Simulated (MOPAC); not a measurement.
Input file for MOPAC: PM7 on CH6BeSi (SMILES [CH3][Be][SiH3]), a point of a bond scan (R = 4.021 Å).

```
PM7 1SCF PRECISE CHARGE=0 THREADS=1
CH6BeSi

Be    -0.09423418 1     0.60885896 1    -0.43233624 1
C     -0.30367175 1     1.96206151 1    -1.39321311 1
H     -1.09943238 1     2.61396247 1    -1.01624744 1
H     -0.57125009 1     1.69742265 1    -2.42213540 1
H      0.60550301 1     2.57087395 1    -1.44854529 1
Si     0.17948039 1    -1.15964546 1     0.82343660 1
H      0.27111118 1    -4.56057583 1    -1.32071418 1
H     -0.91392648 1    -1.32087649 1     1.82186631 1
H      1.45193001 1    -1.11490180 1     1.59626639 1
```

The log:

```
*******************************************************************************
 **                                                                           **
 **                              MOPAC v23.2.5                                **
 **                                                                           **
 *******************************************************************************
 ** MOPAC's Digital Object Identifier: https://doi.org/10.5281/zenodo.6511958 **
 **                                                                           **
 ** Please cite the open-source release paper for use of this MOPAC version:  **
 ** J. E. Moussa and J. J. P. Stewart (2026)                                  **
 ** MOPAC: An open-source semiempirical molecular orbital program             **
 ** J. Open Source Softw., 11(119), 8025, https://doi.org/10.21105/joss.08025 **
 *******************************************************************************

                              PM7 CALCULATION RESULTS

 *******************************************************************************
 *  PM7        - The PM7 Hamiltonian to be used
 *
 *
 *
 *                 CHARGE ON SYSTEM = 0
 *
 *
 *
 *  PRECISE    - TIGHTER CRITERIA TO BE USED
 *  1SCF       - DO 1 SCF AND THEN STOP
 *  THREADS=1  - MULTI-THREADING NOT USED
 *  T=         - A TIME OF 172800.0 SECONDS REQUESTED
 *  DUMP=N     - RESTART FILE WRITTEN EVERY 7200.0 SECONDS REQUESTED
 *******************************************************************************
PM7 1SCF PRECISE CHARGE=0 THREADS=1
 CH6BeSi

   ATOM   CHEMICAL          X               Y               Z
  NUMBER   SYMBOL      (ANGSTROMS)     (ANGSTROMS)     (ANGSTROMS)

     1      Be         -0.09423418  *   0.60885896  *  -0.43233624  *
     2       C         -0.30367175  *   1.96206151  *  -1.39321311  *
     3       H         -1.09943238  *   2.61396247  *  -1.01624744  *
     4       H         -0.57125009  *   1.69742265  *  -2.42213540  *
     5       H          0.60550301  *   2.57087395  *  -1.44854529  *
     6      Si          0.17948039  *  -1.15964546  *   0.82343660  *
     7       H          0.27111118  *  -4.56057583  *  -1.32071418  *
     8       H         -0.91392648  *  -1.32087649  *   1.82186631  *
     9       H          1.45193001  *  -1.11490180  *   1.59626639  *



          CARTESIAN COORDINATES

    NO.       ATOM           X           Y           Z

     1        Be         -0.0942      0.6089     -0.4323
     2         C         -0.3037      1.9621     -1.3932
     3         H         -1.0994      2.6140     -1.0162
     4         H         -0.5713      1.6974     -2.4221
     5         H          0.6055      2.5709     -1.4485
     6        Si          0.1795     -1.1596      0.8234
     7         H          0.2711     -4.5606     -1.3207
     8         H         -0.9139     -1.3209      1.8219
     9         H          1.4519     -1.1149      1.5963

 General Reference for PM7:
 "Optimization of Parameters for Semiempirical Methods VI: More Modifications to the
 NDDO Approximations and Re-optimization of Parameters", J. J. P. Stewart, J. Mol. Mod., 1:32, 19 (2013)
 https://link.springer.com/article/10.1007/s00894-012-1667-x

           Empirical Formula: C H6 Be Si  =     9 atoms



      MOLECULAR POINT GROUP   :   C1


      RHF CALCULATION, NO. OF DOUBLY OCCUPIED LEVELS = 8



 ALL CONVERGERS ARE NOW FORCED ON
 SHIFT=10, PULAY ON, CAMP-KING ON
 AND ITERATION COUNTER RESET



 -------------------------------------------------------------------------------
 PM7 1SCF PRECISE CHARGE=0 THREADS=1
 CH6BeSi



     1SCF WAS SPECIFIED, SO BFGS WAS NOT USED
     SCF FIELD WAS ACHIEVED


                              PM7 CALCULATION
                                                       MOPAC v23.2.5 Linux




          FINAL HEAT OF FORMATION =        165.65755 KCAL/MOL =     693.11119 KJ/MOL


          COSMO AREA              =        140.59 SQUARE ANGSTROMS
          COSMO VOLUME            =        121.31 CUBIC ANGSTROMS

          IONIZATION POTENTIAL    =          6.328205 EV
          HOMO LUMO ENERGIES (EV) =         -6.328 -2.471
          NO. OF FILLED LEVELS    =          8
          MOLECULAR WEIGHT        =         55.1561         POINT GROUP:  C1

          MOLECULAR DIMENSIONS (Angstroms)

            Atom       Atom       Distance
            H     7    H     3     7.31061
            H     4    H     8     4.45360
            H     7    H     9     2.33304


          SCF CALCULATIONS        =          1





   ATOM   CHEMICAL          X               Y               Z
  NUMBER   SYMBOL      (ANGSTROMS)     (ANGSTROMS)     (ANGSTROMS)

     1      Be         -0.09423418  *   0.60885896  *  -0.43233624  *
     2       C         -0.30367175  *   1.96206151  *  -1.39321311  *
     3       H         -1.09943238  *   2.61396247  *  -1.01624744  *
     4       H         -0.57125009  *   1.69742265  *  -2.42213540  *
     5       H          0.60550301  *   2.57087395  *  -1.44854529  *
     6      Si          0.17948039  *  -1.15964546  *   0.82343660  *
     7       H          0.27111118  *  -4.56057583  *  -1.32071418  *
     8       H         -0.91392648  *  -1.32087649  *   1.82186631  *
     9       H          1.45193001  *  -1.11490180  *   1.59626639  *

                             CARTESIAN COORDINATES

   1   Be       -0.094234180     0.608858960    -0.432336240
   2    C       -0.303671750     1.962061510    -1.393213110
   3    H       -1.099432380     2.613962470    -1.016247440
   4    H       -0.571250090     1.697422650    -2.422135400
   5    H        0.605503010     2.570873950    -1.448545290
   6   Si        0.179480390    -1.159645460     0.823436600
   7    H        0.271111180    -4.560575830    -1.320714180
   8    H       -0.913926480    -1.320876490     1.821866310
   9    H        1.451930010    -1.114901800     1.596266390


           Empirical Formula: C H6 Be Si  =     9 atoms



      MOLECULAR POINT GROUP   :   C1


                  EIGENVALUES
 -23.71389 -15.92665 -13.34280 -13.33980 -11.78751 -11.70837 -10.33931  -6.32821
  -2.47115   2.24761   2.76347   3.70242   3.97923   5.25985   6.17005   6.17758
   7.29367   7.64745  20.65720  20.66795  20.75210  21.15981  21.67109


              NET ATOMIC CHARGES AND DIPOLE CONTRIBUTIONS

  ATOM NO.   TYPE          CHARGE      No. of ELECS.   s-Pop       p-Pop       d-Pop
    1         Be           0.485708        1.5143     0.78795     0.72634
    2          C          -0.773234        4.7732     1.06522     3.70802
    3          H           0.157059        0.8429     0.84294
    4          H           0.155804        0.8442     0.84420
    5          H           0.156876        0.8431     0.84312
    6         Si          -0.196067        4.1961     0.95649     3.18210     0.05747
    7          H           0.057688        0.9423     0.94231
    8          H          -0.021917        1.0219     1.02192
    9          H          -0.021917        1.0219     1.02192
 DIPOLE           X         Y         Z       TOTAL
 POINT-CHG.    -0.043    -0.602    -1.006     1.174
 HYBRID        -0.026    -0.099    -0.366     0.380
 SUM           -0.070    -0.702    -1.372     1.543


          ATOMIC ORBITAL ELECTRON POPULATIONS

     Atom    s        px        py        pz      x^2-y^2     xz        z^2       yz        xy
    1 Be   0.78795   0.03268   0.46145   0.23221
    2  C   1.06522   1.18873   1.28436   1.23493
    3  H   0.84294
    4  H   0.84420
    5  H   0.84312
    6 Si   0.95649   0.97247   1.11364   1.09599   0.01677   0.03097   0.00107   0.00777   0.00089
    7  H   0.94231
    8  H   1.02192
    9  H   1.02192

 **********************
 *                    *
 * JOB ENDED NORMALLY *
 *                    *
 **********************




 == MOPAC DONE ==
```

The run finished.

Cost: about 0.21 core-seconds (a rough figure).
